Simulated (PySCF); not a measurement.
**Ionisation energy of Si⁺ by level of theory**

Si⁺ [Ne] 3s2 3p1 (2P) → Si²⁺ [Ne] 3s2 (1S), as a difference of total energies. Computed with PySCF 2.14 in cc-pV(D+d)Z, with the non-relativistic Hamiltonian (point nucleus). Correlated levels: valence: [Ne] frozen. The calculations carry no spin-orbit coupling.

```
           method  ionisation energy (eV)
              UHF                  15.820
              PBE                  16.423
           M06-2X                  16.110
    MP2 (valence)                  15.991
SCS-MP2 (valence)                  15.972
   CCSD (valence)                  16.102
CCSD(T) (valence)                  16.121
```

Errors of the correlated levels include the incompleteness of this basis and the frozen core.

Problem. Which method comes closest to the reference value, and which is furthest?

Solution. The reference is 16.322 eV (measured; NIST levels, between the centres of gravity of the two terms). Closest: PBE (error 0.101 eV); furthest: UHF (error -0.502 eV).
